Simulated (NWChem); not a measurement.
System: NiHOBr, triplet; SMILES [OH][Ni][Br]

Program: NWChem. Pople sets run with spherical d functions. Spin-unrestricted. This build's default masses of Se (78.918 u) and Br (79.917 u) are each other's, which moves their modes by up to 0.6 %. The spin multiplicity was typed, not searched, and may not be the lowest. No stability test was run on the SCF state. B3LYP is NWChem's, with the RPA form of VWN correlation. Each level has its own optimisation; frequencies are unscaled. One conformer.

```csv
level,r Br–Ni (Å),r Ni–O (Å),r H–O (Å),highest harmonic frequency (cm⁻¹),lowest (cm⁻¹),zero-point energy (kcal/mol),dipole (D)
B3LYP/3-21G,2.301,1.637,0.970,3777,26,8.0,3.77
UHF/3-21G,2.384,1.706,0.948,4130,74,8.4,3.54
B3LYP/6-31G*,2.211,1.704,0.964,3847,95,8.2,2.24
```
